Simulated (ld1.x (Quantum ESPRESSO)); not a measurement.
Transferability test, TM potential for Al (Z = 13)

| Quantity | Value |
| --- | --- |
| Element | Al |
| Generator | ld1.x (Quantum ESPRESSO) 7.5 |
| Type | norm-conserving Troullier–Martins (Kleinman–Bylander form) |
| Functional | LDA (PZ) |
| Relativity | scalar-relativistic |
| Frozen core | [Ne] |
| Valence charge | 3 |
| Reference configuration | 3s1.75 3p1.25 |
| Partial waves | 3s (bound): rc 1.85 bohr; 3p (bound): rc 2.45 bohr; 3d channel at -0.1 Ry: rc 2.65 bohr |
| Local potential | all-electron potential smoothed inside 1.45 bohr (lloc = -1) |
| Core correction | none |

Energies are relative to the spin-unpolarised reference configuration 3s1.75 3p1.25; without spin polarisation the order of configurations can differ from experiment. Spin-polarised rows fill each open shell by Hund’s rule, majority spin first. The frozen-core shift is the all-electron ΔE with the core orbitals held at their reference shape minus the fully relaxed ΔE.

```tsv
valence configuration	charge	ΔE all-electron (eV)	error AE − PS (meV)	frozen-core shift (meV)
3s1 3p0	+2	23.955	+87	+24
3s2 3p0.5	+0.5	0.856	+0.4	+0.1
3s2 3p1.3	-0.3	-1.867	+0.8	+0.1
3s1 3p1	+1	10.397	+18	+4.1
3s0 3p3	0	9.237	+27	+4.4
3s1.75 3p1.25 (spin-polarised)	0	-0.328	+25	+0.4
3s2 3p1 (spin-polarised)	0	-1.404	+7.2	+0.2
```

What are ΔE and the potential's error for 3s2 3p0?

ΔE = 4.578 eV all-electron; the error (AE − PS) is +3.1 meV.

What are ΔE and the potential's error for 3s2 3p1?

ΔE = -1.269 eV all-electron; the error (AE − PS) is +0.5 meV.
